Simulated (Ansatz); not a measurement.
Cd3Te4, relaxed as a singlet with RKS PBE-D4/def2-SVP in Ansatz, starting from the GFN1-xTB geometry. Force threshold 0.03 eV/Å.

In the def2 sets Cd, Te take a core potential; there is no spin–orbit coupling. The structure comes from a short search, and lower isomers may exist.

Start:

Cartesian coordinates in Å:
```
Cd -0.291 2.929 0.564
Cd -1.270 -1.409 -1.715
Cd -0.863 0.445 1.899
Te -2.871 -0.156 0.063
Te 2.031 0.353 -0.698
Te 1.855 -0.254 1.904
Te 1.410 -1.909 -2.016
```

```csv
step,energy (eV),largest force component (eV/Å),SCF passes
1,-42871.2545,0.675,22
2,-42871.5539,0.506,28
3,-42871.7003,0.388,21
4,-42871.7093,0.153,22
5,-42871.7229,0.116,22
6 (rejected),-42871.7122,0.326,22
7,-42871.7295,0.059,22
8 (rejected),-42871.7295,0.030,22
9,-42871.7309,0.018,24
```

Force components are those of the run's own axes.

End:

```xyz
7

Cd   -0.2780    3.0913    0.4714
Cd   -1.1288   -1.2271   -1.4012
Cd   -0.8045    0.2284    1.5499
Te   -3.0734   -0.2267    0.1388
Te    2.0880    0.3185   -0.6507
Te    1.8322   -0.2698    2.0471
Te    1.3645   -1.9146   -2.1553
```

By distances, no bond broke or formed, bridged metal pairs apart. The bond that changes most is Cd1–Cd3, from 2.88 to 3.10 Å (atoms count from 1). Metal–metal contacts that move far: Cd2–Cd3 4.08 to 3.31 Å.

The force fell under the threshold at step 8, but the optimiser went on. No frequencies were taken in this run, so the end may be a saddle point.

It took 28 s on 4 threads of AMD EPYC 7B13 on a shared host.
